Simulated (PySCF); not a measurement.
# Computed records: GeH4N

Computed with PySCF 2.14.0. Calculation on a computer-drawn molecule: vertical ionisation energy to the stated ion spin, frozen-core CCSD(T) at the basis limit and cheaper methods, single-reference cases, UHF for radicals, no spin-orbit; all values are single points at the evaluated structure, the first of each entry, which is the reference or a displaced copy of it and isn't optimised; the reference structure only sets the zero of the energies above reference; triples share is (T) over the correlation energy; on germanium a core potential holds 10 electrons, which the energies leave out, and 3d is frozen in MP2 and coupled-cluster steps.

```xyz
6
formula=GeH4N charge=1 multiplicity=1 ion_multiplicity=2 diffuse_functions=no basis=cc-pVnZ basis_and_core_potential_on_germanium=cc-pVnZ-PP_ECP10MDF reference_is=the_Hartree-Fock_double-zeta_minimum best_is=HF_at_quadruple_zeta_+_MP2_correlation_extrapolated_from_triple_and_quadruple_zeta_+_CCSD(T)_minus_MP2_at_triple_zeta basis_step_is=the_size_of_the_change_from_the_same_recipe_one_zeta_lower
N      0.8256    -0.6176     2.9710
Ge    -0.6296    -0.4758     2.2002
H      1.2344     0.0690     3.5818
H      1.3762    -1.4917     3.0196
H     -1.3099     0.9007     2.2742
H     -1.0890    -1.6179     1.3123
```

Reference structure:
```xyz
6
GeH4N
N      0.8637    -0.6379     3.0296
Ge    -0.6108    -0.4490     2.1542
H      1.2665     0.0896     3.5963
H      1.4044    -1.4864     3.0242
H     -1.3109     0.8774     2.2576
H     -1.0923    -1.6239     1.3493
```

Drawn bonds:
```csv
atom,other atom,order
1,2,1
1,3,1
1,4,1
2,5,1
2,6,1
```

## Withheld values
1. What energy above reference best does the calculation give for GeH4N?
2. Give the missing total energy best for GeH4N.

## Answers
1. 4.424 kcal/mol
2. -350.3222 hartree

Further results for GeH4N:

* ionisation energy best: 17.85 eV
* ionisation energy basis step: 0.02384 eV
* energy above reference basis step: 0.3265 kcal/mol
* ionisation energy Koopmans at triple zeta: 18.42 eV
* ionisation energy EOM CCSD at triple zeta: 17.71 eV
* total energy HF triple zeta: -349.9295 hartree
* total energy CCSD(T) triple zeta: -350.2791 hartree
* T1 diagnostic at triple zeta: 0.01504
* D1 diagnostic at triple zeta: 0.04636
* ion T1 diagnostic at triple zeta: 0.008835
* ion D1 diagnostic at triple zeta: 0.02187
* ion spin squared at triple zeta: 0.7584
* triples share at triple zeta: 0.03428
* basis functions triple zeta: 125

Triple zeta:
```csv
method,ionisation energy (eV),energy above reference (kcal/mol)
HF,16.04,3.696
PBE,17.85,4.073
r2SCAN,17.69,3.651
B3LYP,17.81,4.086
wB97X,17.72,3.562
MP2,17.81,4.538
CCSD,17.58,4.345
CCSD(T),17.72,4.553
```
